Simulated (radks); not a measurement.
Computed order of ionisation of selenium. At each step one electron was removed from each of the four highest sub-shells of the ion before, moves of one valence electron (up to charge 6) and the configuration listed by NIST were tried, and the lowest configuration was kept. Calculated with a radial shooting solver on a logarithmic mesh with Libxc functionals: scalar-relativistic Kohn-Sham, r2SCAN, spin-polarised, spherical densities, finite nucleus; meta-GGA in the generalised Kohn-Sham scheme; Fermi nuclear charge, rms radius of each element as measured or else 0.836 A^(1/3) + 0.57 fm. Open shells are filled with parallel spins first.

| species | lowest configuration found | NIST configuration | margin to the next tried (eV) | IE (eV) | NIST IE (eV) | kind |
|---|---|---|---|---|---|---|
| Se | [Ar] 3d10 4s2 4p4 | same | 10.961 | 9.285 | 9.752 | exp. |
| Se+ | [Ar] 3d10 4s2 4p3 | same | 11.652 | 21.792 | 21.20 | exp. |
| Se2+ | [Ar] 3d10 4s2 4p2 | same | 7.774 | 31.977 | 31.70 | exp. |
| Se3+ | [Ar] 3d10 4s2 4p1 | same | 9.383 | 42.509 | 42.947 | exp. |
| Se4+ | [Ar] 3d10 4s2 | same | 11.560 | 67.546 | 68.3 | semi-emp. |
| Se5+ | [Ar] 3d10 4s1 | same | 14.921 | 82.486 | 81.83 | exp. |
| Se6+ | [Ar] 3d10 | same | 54.673 | 156.06 | 155.33 | exp. |
| Se7+ | [Ar] 3d9 | same | 103.49 | 187.73 | 184 | theory |
| Se8+ | [Ar] 3d8 | same | 103.70 | 221.03 | 219 | theory |
| Se9+ | [Ar] 3d7 | same | 103.72 | 255.80 | 255 | theory |
| Se10+ | [Ar] 3d6 | same | 103.56 | 291.87 | 291 | theory |
| Se11+ | [Ar] 3d5 | same | 103.27 | 345.09 | 343 | theory |
| Se12+ | [Ar] 3d4 | same | 86.751 | 386.03 | 383 | theory |
| Se13+ | [Ar] 3d3 | same | 87.757 | 428.31 | 426 | theory |

Reference values: NIST Atomic Spectra Database (exp. = measured, semi-emp. = semi-empirical, theory = theoretical value adopted there). Open shells are spherical and high-spin; term and fine-structure splittings are not resolved.
